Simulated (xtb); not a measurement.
C2H7N, charge +1, doublet, geometry from GFN2-xTB (a state made from the parent by changing its charge; the spin is typed, not shown lowest); GFN1-xTB with ALPB(toluene) (xtb).

The xtb input:
```
$ xtb mol.xyz --gfn 1 --chrg 1 --uhf 1 --alpb toluene --json

# file mol.xyz
10

C      1.21345303     0.27761551     0.17430656
N      0.03751869    -0.26276197    -0.35002414
C     -1.24784022    -0.03678500     0.14650277
H      1.92869828    -0.51779860     0.43796710
H      1.01682614     0.90235343     1.04484140
H      1.75201387     0.86309442    -0.58857406
H      0.12435315    -0.87090672    -1.16013127
H     -1.73453079    -0.98553706     0.42546873
H     -1.90726403     0.36768397    -0.63793418
H     -1.23640431     0.63546126     1.00367526
```

Output, abridged:

```
   ID    Z sym.   atoms
    1    6 C      1, 3
    2    7 N      2
    3    1 H      4-10

           -------------------------------------------------
          |                Calculation Setup                |
           -------------------------------------------------

           -------------------------------------------------
          |                 G F N 1 - x T B                 |
           -------------------------------------------------

      * Solvation model:               ALPB
        Solvent                        toluene
        Parameter file                 internal GFN1-xTB/ALPB
        Dielectric constant                2.3741E+00
        Reference state                gsolv [1 M gas/solution]
        Free energy shift                  3.5550E-03 Eh       2.2308E+00 kcal/mol
        Temperature                        2.9815E+02 K
        Density                            8.6700E-01 kg/L
        Solvent mass                       9.2140E+01 g/mol
        Interaction kernel             P16
        Born radius scaling (c1)           1.4996E+00
        Born radii integrator          GBOBC
        Born offset                        0.0000E+00 a0       0.0000E+00 AA
        H-bond correction              false
        Ion screening                  false
        Surface tension                    1.0000E-05 Eh       1.5569E+01 dyn/cm
        Grid points                               230 per atom

          ...................................................
          :                      SETUP                      :
          :.................................................:
          :  # basis functions                  26          :
          :  # atomic orbitals                  26          :
          :  # shells                           20          :
          :  # electrons                        19          :
          :  # halogen bonds                     0          :
          :  max. iterations                   250          :
          :  Hamiltonian                  GFN1-xTB          :
          :  restarted?                      false          :
          :  GBSA solvation                   true          :
          :  PC potential                    false          :
          :  electronic temp.          300.0000000     K    :
          :  accuracy                    1.0000000          :
          :  -> integral cutoff          0.2500000E+02      :
          :  -> integral neglect         0.1000000E-07      :
[...]
         :: total energy             -10.731562270848 Eh    ::
[...]
       ...                                ...                  ...
        26                          0.3190305               8.6813
      -------------------------------------------------------------
                  HL-Gap            0.2875506 Eh            7.8246 eV
             Fermi-level           -0.4836420 Eh          -13.1606 eV

  Mulliken/CM5 charges         n(s)   n(p)   n(d)
     1C     0.06194 -0.01942   0.996  2.942  0.000
     2N    -0.12943 -0.52119   1.467  3.663  0.000
     3C     0.06194 -0.01942   0.996  2.942  0.000
     4H     0.13058  0.19074   0.869  0.000  0.000
     5H     0.09531  0.15778   0.905  0.000  0.000
     6H     0.13163  0.19173   0.868  0.000  0.000
     7H     0.29052  0.47952   0.709  0.000  0.000
     8H     0.13163  0.19173   0.868  0.000  0.000
     9H     0.13058  0.19074   0.869  0.000  0.000
    10H     0.09531  0.15778   0.905  0.000  0.000

Wiberg/Mayer (AO) data.
largest (>0.10) Wiberg bond orders for each atom

 ---------------------------------------------------------------------------
     #   Z sym  total        # sym  WBO       # sym  WBO       # sym  WBO
 ---------------------------------------------------------------------------
     1   6 C    3.921 --     2 N    1.083     5 H    0.978     4 H    0.901
                             6 H    0.899
     2   7 N    3.234 --     1 C    1.083     3 C    1.083     7 H    0.888
     3   6 C    3.921 --     2 N    1.083    10 H    0.978     9 H    0.901
                             8 H    0.899
     4   1 H    0.981 --     1 C    0.901
     5   1 H    0.991 --     1 C    0.978
     6   1 H    0.981 --     1 C    0.899
     7   1 H    0.918 --     2 N    0.888
     8   1 H    0.981 --     3 C    0.899
     9   1 H    0.981 --     3 C    0.901
    10   1 H    0.991 --     3 C    0.978
 ---------------------------------------------------------------------------

Topologies differ in total number of bonds
Writing topology from bond orders to xtbtopo.mol

 dipole moment from electron density (au)
     X       Y       Z
   0.0454  -0.3179  -0.4235  total (Debye):    1.351

           -------------------------------------------------
          | TOTAL ENERGY              -10.731562270848 Eh   |
          | GRADIENT NORM               0.026926325605 Eh/α |
          | HOMO-LUMO GAP               7.824648754024 eV   |
           -------------------------------------------------

normal termination of xtb
```
